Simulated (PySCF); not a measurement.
# Reading the logs of faulty runs: H6NSi2 cation

These are calculations, not measurements. The program is PySCF 2.14.0, an open-source quantum chemistry code, run on an isolated molecule that a program drew, which may never have been made. The molecule is H6NSi2 cation (charge +1, singlet), drawn as the SMILES string `N[SiH+][SiH3]`.

Each row is a Hartree-Fock (HF) and frozen-core CCSD(T) single point in the cc-pV(D+d)Z basis, meant for a local HF minimum. Run 1 is clean. Each other run has one planted mistake out of seven kinds, and not every kind appears here: one electron removed, one electron added, multiplicity raised by two, geometry at a saddle point, minimal basis STO-3G, one bond length entered in bohr, all coordinates scaled. The reference is restricted for singlets and unrestricted otherwise, and also for a bond in bohr. Adding or removing an electron swaps singlet and doublet. Electrons count all cores. HOMO and LUMO are orbital energies over both spins, the gradient is its largest component, and the lowest frequency (negative if imaginary) is given only where the gradient is small. Bond lengths are over the 8 bonds as drawn. T1 is the CCSD diagnostic: over 0.02 (restricted) or 0.045 (unrestricted) a single reference is doubtful.

Geometry of the clean run:
```xyz
9
H6NSi2 cation, angstrom
N     0.3891    1.4182    0.0701
Si   -1.1522    1.2232   -0.4627
Si   -1.8030   -0.6373   -1.8233
H     1.1432    0.7840   -0.1335
H     0.6899    2.1909    0.6417
H    -2.0264    2.3071   -0.0039
H    -2.2641   -0.0205   -3.0757
H    -0.5807   -1.4417   -1.9608
H    -2.8724   -1.2886   -1.0530
```

```
run,electrons,basis functions,<S^2>,HOMO (eV),LUMO (eV),gradient (hartree/bohr),lowest frequency (cm^-1),mean bond (Å),longest bond (Å),T1,HF (hartree),CCSD(T) (hartree),mistake
1,40,90,0.000,-16.97,-4.17,2.0e-05,59,1.4909,2.395,0.0169,-635.58733,-636.00220,no fault
2,40,90,2.010,-12.37,-8.11,4.2e-02,-,1.4909,2.395,0.0212,-635.42545,-635.82620,multiplicity raised by two
3,41,90,0.772,-5.80,3.06,5.8e-02,-,1.4909,2.395,0.0146,-635.76963,-636.19385,?
4,39,90,0.772,-23.21,-14.82,7.4e-02,-,1.4909,2.395,0.0220,-635.00328,-635.40162,?
```

**Which mistake was planted in run 3, and what did it cost?**

It counts 41 electrons, one more than the clean run, at the same geometry and basis. So the mistake is: one electron added. Subtracting run 1 and multiplying by 627.51 kcal/mol a hartree, the energy moved by -114.4 kcal/mol in HF and -120.3 kcal/mol in CCSD(T).

**Which mistake was planted in run 4, and what did it cost?**

It counts 39 electrons, one fewer than the clean run, at the same geometry and basis. So the mistake is: one electron removed. Subtracting run 1 and multiplying by 627.51 kcal/mol a hartree, the energy moved by 366.5 kcal/mol in HF and 376.9 kcal/mol in CCSD(T).

